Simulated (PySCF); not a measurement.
PySCF input (BP86/6-31G* (5d)):

```python
from pyscf import gto, dft

mol = gto.M(
    atom='''
    C    -2.23299100   -0.22622800    0.03777100
    C    -1.03161000   -0.61937300   -0.40643700
    C     0.09257600    0.23173100   -0.81754500
    Si    1.47924300    0.37358900    0.65305300
    H    -2.50120700    0.82464400    0.08241300
    H    -2.96858300   -0.93643300    0.39812100
    H    -0.81527300   -1.68708400   -0.39226900
    H     0.60188100   -0.19532900   -1.68422600
    H    -0.24462000    1.24265800   -1.06391000
    H     2.70467800    0.34761800   -0.29340700
    H     1.54587500   -1.14310100    0.92779200
    ''',
    basis='6-31g*',
    charge=-1,
    spin=0,
    verbose=4,
)

mf = dft.RKS(mol, xc='bp86')
mf.grids.level = 3
mf.conv_tol = 1e-9
mf.max_cycle = 100
mf.max_memory = 1500
mf.kernel()
if not mf.converged:
    mf = mf.newton()
    mf.kernel(mf.make_rdm1())
mf.dip_moment()
```

From the output:

```
nuclear repulsion = 141.835061063682
number of shells = 40
number of NR pGTOs = 160
number of NR cGTOs = 74
basis = 6-31g*
ecp = {}

******** <class 'pyscf.dft.rks.RKS'> ********
method = RKS
initial guess = minao
damping factor = 0
level_shift factor = 0
DIIS = <class 'pyscf.scf.diis.CDIIS'>
diis_start_cycle = 1
diis_space = 8
diis_damp = 0
SCF conv_tol = 1e-09
SCF conv_tol_grad = None
SCF max_cycles = 100
direct_scf = True
direct_scf_tol = 1e-13
XC library pyscf.dft.libxc version 7.1.2
    S. Lehtola, C. Steigemann, M. J. T. Oliveira, and M. A. L. Marques,  SoftwareX 7, 1–5 (2018)
XC functionals = bp86
    A. D. Becke,  Phys. Rev. A 38, 3098 (1988)
    J. P. Perdew,  Phys. Rev. B 33, 8822 (1986)
    J. P. Perdew,  Phys. Rev. B 34, 7406–7406 (1986)
radial grids:
    Treutler-Ahlrichs [JCP 102, 346 (1995); DOI:10.1063/1.469408] (M4) radial grids

becke partition: Becke, JCP 88, 2547 (1988); DOI:10.1063/1.454033
pruning grids: <function nwchem_prune>
grids dens level: 3
symmetrized grids: False
atomic radii adjust function: <function treutler_atomic_radii_adjust>
small_rho_cutoff = 0
Set gradient conv threshold to 3.16228e-05
Initial guess from minao.
tot grids = 130192
init E= -407.92833933791
  HOMO = -0.212234143038366  LUMO = -0.0932713144202273  gap/eV = 3.23714
cycle= 1 E= -407.874715545936  delta_E= 0.0536  |g|= 0.569  |ddm|= 2.88
  HOMO = 0.110970127129874  LUMO = 0.24091724381512  gap/eV = 3.53604
cycle= 2 E= -407.760075061576  delta_E= 0.115  |g|= 0.851  |ddm|= 1.97
  HOMO = 0.0605970927302448  LUMO = 0.154488242287589  gap/eV = 2.55491
cycle= 3 E= -407.974060951969  delta_E= -0.214  |g|= 0.157  |ddm|= 1.25
  HOMO = 0.0501994122049449  LUMO = 0.154947187061195  gap/eV = 2.85033
cycle= 4 E= -407.981316730285  delta_E= -0.00726  |g|= 0.056  |ddm|= 0.239
  HOMO = 0.0454396205478695  LUMO = 0.15619274483642  gap/eV = 3.01375
cycle= 5 E= -407.981984514858  delta_E= -0.000668  |g|= 0.0269  |ddm|= 0.0946
  HOMO = 0.0475370123452281  LUMO = 0.155580779695789  gap/eV = 2.94002
cycle= 6 E= -407.982255545022  delta_E= -0.000271  |g|= 0.00257  |ddm|= 0.0436
  HOMO = 0.0473155308471997  LUMO = 0.155262713968005  gap/eV = 2.93739
cycle= 7 E= -407.982257627146  delta_E= -2.08e-06  |g|= 0.000881  |ddm|= 0.00495
  HOMO = 0.0473518723225119  LUMO = 0.155317171675126  gap/eV = 2.93789
cycle= 8 E= -407.982257974953  delta_E= -3.48e-07  |g|= 0.000217  |ddm|= 0.00188
  HOMO = 0.0473635645930206  LUMO = 0.155290989137769  gap/eV = 2.93685
cycle= 9 E= -407.982257935416  delta_E= 3.95e-08  |g|= 0.000101  |ddm|= 0.000401
  HOMO = 0.047349913446165  LUMO = 0.155293737375395  gap/eV = 2.93730
cycle= 10 E= -407.982257938979  delta_E= -3.56e-09  |g|= 1.42e-05  |ddm|= 0.000172
  HOMO = 0.0473491309574476  LUMO = 0.155291157828484  gap/eV = 2.93725
cycle= 11 E= -407.982257939032  delta_E= -5.31e-11  |g|= 6.64e-06  |ddm|= 2.97e-05
  HOMO = 0.0473502834545512  LUMO = 0.155293104172439  gap/eV = 2.93727
Extra cycle  E= -407.982257939012  delta_E= 2.01e-11  |g|= 1e-05  |ddm|= 2.34e-05
converged SCF energy = -407.982257939012

WARN: System has nonzero charge -1; the dipole moment is origin-dependent.
Location of origin: [0. 0. 0.]

Dipole moment(X, Y, Z, Debye): -4.31777, -1.47620, -3.07431
```

The dipole moment of an ion depends on the origin.

The geometry given is a B3LYP-D3(BJ)/def2-TZVP minimum.
